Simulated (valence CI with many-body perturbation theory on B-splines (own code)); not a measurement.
Ba50+: calculated level list

Computed by configuration interaction combined with many-body perturbation theory (CI+MBPT): four valence electrons over a frozen Dirac-Fock core [He], a basis of 11 s, 11 p, 9 d, 7 f, 5 g, 2 h, 1 i functions for each j, with the one-electron correlation potential Σ1, the two-electron term Σ2, the three-electron term Σ3, Breit, model QED; selected CI, second order for the rest (own B-spline code, finite nucleus).

No measured spectrum was set against this ion. As an estimate, large intervals hold to a few tenths of a per cent, small ones and those within an open d or f shell to about a per cent. Among the levels kept, up to 290 cm⁻¹ of a level comes from second order outside the variational space, and about a tenth of that is noise between levels of different J, which matters for small intervals.

Levels 1 to 45 of 116, with energies above the lowest level, (2s^2 2p1/2^2) J=0. "Leading %" is the weight of the configuration and term that name the level; weights of strongly mixed levels are sums over their largest components and can fall short. In the jj column 3d3/2^4 stands for four electrons in 3d with j = 3/2.

| No. | Configuration | Term | J | E (eV) | Leading % | g | Leading jj | Second component |
| --- | --- | --- | --- | --- | --- | --- | --- | --- |
| 1 | 2s2.2p2 | 3P | 0 | 0.0 | 70 |  | 2s^2 2p1/2^2 (100 %) | 30 % 2s2.2p2 1S |
| 2 | 2s2.2p2 | 3P | 1 | 392.8 | 100 | 1.483 | 2s^2 2p1/2 2p3/2 (100 %) |  |
| 3 | 2s2.2p2 | 1D | 2 | 408.9 | 63 | 1.162 | 2s^2 2p1/2 2p3/2 (100 %) | 37 % 2s2.2p2 3P |
| 4 | 2s.2p3 | 3P° | 2 | 588.9 | 45 | 1.559 | 2s 2p1/2^2 2p3/2 (98 %) | 33 % 2s.2p3 5S° |
| 5 | 2s.2p3 | 3D° | 1 | 652.2 | 35 | 1.088 | 2s 2p1/2^2 2p3/2 (99 %) | 27 % 2s.2p3 1P° |
| 6 | 2s2.2p2 | 3P | 2 | 815.0 | 63 | 1.297 | 2s^2 2p3/2^2 (99 %) | 36 % 2s2.2p2 1D |
| 7 | 2s2.2p2 | 1S | 0 | 857.6 | 69 |  | 2s^2 2p3/2^2 (99 %) | 30 % 2s2.2p2 3P |
| 8 | 2s.2p3 | 5S° | 2 | 964.1 | 48 | 1.546 | 2s 2p1/2 2p3/2^2 (98 %) | 48 % 2s.2p3 3D° |
| 9 | 2s.2p3 | 3D° | 3 | 1000.3 | 100 | 1.312 | 2s 2p1/2 2p3/2^2 (100 %) |  |
| 10 | 2s.2p3 | 3P° | 0 | 1039.6 | 100 |  | 2s 2p1/2 2p3/2^2 (100 %) |  |
| 11 | 2s.2p3 | 3S° | 1 | 1055.3 | 46 | 1.296 | 2s 2p1/2 2p3/2^2 (99 %) | 41 % 2s.2p3 3D° |
| 12 | 2s.2p3 | 1D° | 2 | 1065.5 | 73 | 1.069 | 2s 2p1/2 2p3/2^2 (98 %) | 21 % 2s.2p3 3D° |
| 13 | 2s.2p3 | 3P° | 1 | 1068.9 | 55 | 1.343 | 2s 2p1/2 2p3/2^2 (99 %) | 32 % 2s.2p3 1P° |
| 14 | 2p4 | 3P | 2 | 1275.8 | 69 | 1.330 | 2p1/2^2 2p3/2^2 (99 %) | 30 % 2p4 1D |
| 15 | 2p4 | 1S | 0 | 1321.9 | 61 |  | 2p1/2^2 2p3/2^2 (98 %) | 38 % 2p4 3P |
| 16 | 2s.2p3 | 3P° | 2 | 1432.2 | 52 | 1.412 | 2s 2p3/2^3 (98 %) | 17 % 2s.2p3 1D° |
| 17 | 2s.2p3 | 1P° | 1 | 1492.1 | 40 | 1.194 | 2s 2p3/2^3 (99 %) | 26 % 2s.2p3 3S° |
| 18 | 2p4 | 3P | 1 | 1678.5 | 100 | 1.483 | 2p1/2 2p3/2^3 (100 %) |  |
| 19 | 2p4 | 1D | 2 | 1695.2 | 70 | 1.129 | 2p1/2 2p3/2^3 (100 %) | 30 % 2p4 3P |
| 20 | 2p4 | 3P | 0 | 2121.2 | 62 |  | 2p3/2^4 (99 %) | 38 % 2p4 1S |
| 21 | 2s2.2p.3s | 3P° | 0 | 5472.3 | 99 |  | 2s^2 2p1/2 3s (99 %) |  |
| 22 | 2s2.2p.3s | 3P° | 1 | 5475.2 | 67 | 1.320 | 2s^2 2p1/2 3s (99 %) | 32 % 2s2.2p.3s 1P° |
| 23 | 2s2.2p.3p | 3D | 1 | 5531.7 | 73 | 0.651 | 2s^2 2p1/2 3p1/2 (99 %) | 23 % 2s2.2p.3p 1P |
| 24 | 2s2.2p.3p | 3P | 0 | 5562.9 | 68 |  | 2s^2 2p1/2 3p1/2 (99 %) | 30 % 2s2.2p.3p 1S |
| 25 | 2s.2p2.3s | 5P | 1 | 5640.4 | 32 | 1.883 | 2s 2p1/2^2 3s (70 %) | 20 % 2s.2p2.3s 3S |
| 26 | 2s2.2p.3p | 3D | 2 | 5664.6 | 54 | 1.157 | 2s^2 2p1/2 3p3/2 (99 %) | 30 % 2s2.2p.3p 1D |
| 27 | 2s2.2p.3p | 3P | 1 | 5673.1 | 33 | 1.686 | 2s^2 2p1/2 3p3/2 (70 %) | 22 % 2s2.2p.3p 3S |
| 28 | 2s.2p2.3s | 3P | 0 | 5675.0 | 70 |  | 2s 2p1/2^2 3s (98 %) | 28 % 2s.2p2.3s 1S |
| 29 | 2s.2p2.3p | 3P° | 1 | 5710.5 | 28 | 1.329 | 2s 2p1/2^2 3p1/2 (86 %) | 21 % 2s.2p2.3p 5D° |
| 30 | 2s2.2p.3d | 3F° | 2 | 5712.5 | 74 | 0.752 | 2s^2 2p1/2 3d3/2 (100 %) | 20 % 2s2.2p.3d 1D° |
| 31 | 2s.2p2.3p | 5D° | 0 | 5713.2 | 48 |  | 2s 2p1/2^2 3p1/2 (98 %) | 47 % 2s.2p2.3p 3P° |
| 32 | 2s2.2p.3d | 3D° | 1 | 5736.1 | 45 | 0.910 | 2s^2 2p1/2 3d3/2 (86 %) | 27 % 2s2.2p.3d 1P° |
| 33 | 2s2.2p.3d | 3P° | 2 | 5756.2 | 46 | 1.282 | 2s^2 2p1/2 3d5/2 (98 %) | 35 % 2s2.2p.3d 3D° |
| 34 | 2s2.2p.3d | 3F° | 3 | 5759.3 | 48 | 1.103 | 2s^2 2p1/2 3d5/2 (100 %) | 30 % 2s2.2p.3d 1F° |
| 35 | 2s.2p2.3p | 3P° | 2 | 5842.0 | 32 | 1.533 | 2s 2p1/2^2 3p3/2 (97 %) | 22 % 2s.2p2.3p 5P° |
| 36 | 2s.2p2.3p | 3D° | 1 | 5846.5 | 34 | 1.109 | 2s 2p1/2^2 3p3/2 (98 %) | 20 % 2s.2p2.3p 1P° |
| 37 | 2s.2p2.3d | 3D | 1 | 5889.3 | 42 | 0.441 | 2s 2p1/2^2 3d3/2 (98 %) | 41 % 2s.2p2.3d 5F |
| 38 | 2s2.2p.3s | 3P° | 2 | 5891.5 | 98 | 1.483 | 2s^2 2p3/2 3s (98 %) |  |
| 39 | 2s.2p2.3d | 3D | 2 | 5894.0 | 30 | 1.156 | 2s 2p1/2^2 3d3/2 (94 %) | 22 % 2s.2p2.3d 5F |
| 40 | 2s2.2p.3s | 1P° | 1 | 5897.7 | 66 | 1.139 | 2s^2 2p3/2 3s (98 %) | 32 % 2s2.2p.3s 3P° |
| 41 | 2s.2p2.3d | 3D | 3 | 5931.1 | 34 | 1.355 | 2s 2p1/2^2 3d5/2 (98 %) | 20 % 2s.2p2.3d 5D |
| 42 | 2s.2p2.3d | 3F | 2 | 5945.9 | 32 | 1.006 | 2s 2p1/2^2 3d5/2 (94 %) | 23 % 2s.2p2.3d 1D |
| 43 | 2s2.2p.3p | 3P | 1 | 5962.2 | 51 | 1.454 | 2s^2 2p3/2 3p1/2 (96 %) | 25 % 2s2.2p.3p 3S |
| 44 | 2s2.2p.3p | 3D | 2 | 5964.8 | 44 | 1.169 | 2s^2 2p3/2 3p1/2 (96 %) | 32 % 2s2.2p.3p 1D |
| 45 | 2s.2p2.3s | 5P | 2 | 6015.1 | 85 | 1.743 | 2s 2p1/2 2p3/2 3s (98 %) | 8 % 2s.2p2.3s 3P |

The ionisation energy to 2s2.2p 2P°_1/2 of the next ion comes out as 9739.8 eV (NIST: 9739 ± 4 eV (theoretical)). All 116 levels together are meant to be complete up to 6384.6 eV.
